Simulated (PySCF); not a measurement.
C6H5O, SMILES [O]c1ccccc1, doublet, GFN2-xTB optimised geometry.

```
12

O     -1.42    -2.23     0.00
C     -0.76    -1.18     0.00
C     -1.40     0.12     0.00
C     -0.66     1.27     0.00
C      0.74     1.22     0.00
C      1.40    -0.02     0.00
C      0.69    -1.18     0.00
H     -2.48     0.14     0.00
H     -1.15     2.23     0.00
H      1.31     2.13     0.00
H      2.48    -0.04     0.00
H      1.18    -2.15     0.00
```

Density from unrestricted B3LYP/def2-TZVP in PySCF 2.14.0 at that geometry.

Minimum of the electron density along straight lines between bonded atoms, close to the bond critical point (lines longer than 1.1 times the sum of covalent radii, or with two minima, are not listed):

| bond | length / Å | ρ at the minimum / e bohr⁻³ | ∇²ρ there / e bohr⁻⁵ | position (fraction from the first atom) |
|---|---|---|---|---|
| O1–C2 | 1.237 | 0.399 | -0.34 | 0.66 |
| C2–C3 | 1.452 | 0.293 | -0.84 | 0.50 |
| C3–C4 | 1.366 | 0.336 | -1.03 | 0.50 |
| C4–C5 | 1.398 | 0.317 | -0.95 | 0.50 |
| C5–C6 | 1.398 | 0.317 | -0.95 | 0.50 |
| C2–C7 | 1.453 | 0.293 | -0.84 | 0.50 |
| C6–C7 | 1.366 | 0.336 | -1.03 | 0.50 |
| C3–H8 | 1.080 | 0.291 | -1.05 | 0.65 |
| C4–H9 | 1.081 | 0.289 | -1.04 | 0.65 |
| C5–H10 | 1.080 | 0.291 | -1.05 | 0.65 |
| C6–H11 | 1.081 | 0.289 | -1.04 | 0.65 |
| C7–H12 | 1.080 | 0.291 | -1.05 | 0.65 |
